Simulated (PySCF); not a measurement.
# Assigning NMR signals

Bonds (- single, = double, # triple, : aromatic): C1-O2, O2-Si3, Si3-C4, Si3-C5, C5-Si6, C5-Si7. C1 carries H8, H9, H10; Si3 carries H11; C4 carries H12, H13, H14; C5 carries H15; Si6 carries H16, H17, H18; Si7 carries H19, H20, H21. Stereochemistry as in CO[Si@H](C)C([SiH3])[SiH3].

PySCF 2.14 calculation with GFN2-xTB geometry and NMR shieldings at PBE0/pcSseg-1/GIAO; isolated molecule, no relativistic terms, a single conformation, fast rotation and ring inversion assumed for equivalent nuclei.

Referencing at the same level of theory: TMS for ¹³C, ¹H.

Question: Assign these signals to the numbered atoms. ¹³C{¹H} NMR (computed): δ 52.8 (CH3), -4.1 (CH3), -12.5 (CH).

Answer: 
52.8 → C1, methyl carbon bonded to O: pulled downfield by the heteroatom
-4.1 → C4, methyl carbon bonded to Si: an electropositive neighbour leaves it electron-rich and shielded
-12.5 → C5, sp3 CH bonded to 3 Si: an electropositive neighbour leaves it electron-rich and shielded

Question: Assign these signals to the numbered atoms. ¹H NMR (300 MHz, computed): δ 5.21 (m, 1H), 4.06 (d, 3H), 3.91 (d, 3H), 3.75 (s, 3H), 0.15 (d, 3H), -0.42 (m, 1H).

Answer: 
| δ (ppm) | atoms | environment | reason |
| --- | --- | --- | --- |
| 5.21 | H11 | hydrogen on a silicon bonded to 2 C, O | – |
| 4.06 | H19/H20/H21 | hydrogen on a silicon bonded to C | – |
| 3.91 | H16/H17/H18 | hydrogen on a silicon bonded to C | – |
| 3.75 | H8/H9/H10 | hydrogen on a methyl carbon bonded to O | its carbon carries O, which withdraws density |
| 0.15 | H12/H13/H14 | hydrogen on a methyl carbon bonded to Si | an electropositive neighbour shields it, as in TMS itself |
| -0.42 | H15 | hydrogen on an sp3 CH bonded to 3 Si | an electropositive neighbour shields it, as in TMS itself |

Shifts are as computed. Against solution values, carbons near 30 ppm lie about +3 ppm off and those near 130 ppm about +5 ppm. Of 1211 compounds with measured shifts, 218 miss one by over three times the rms of a fit or turn the order of signals round; such compounds aren't used in these exercises. No couplings were computed; multiplicities are counted from neighbouring protons, with m where these are inequivalent, close in shift, in a saturated or five-membered ring or joined by F or P, and br s for small geminal =CH2 splittings.
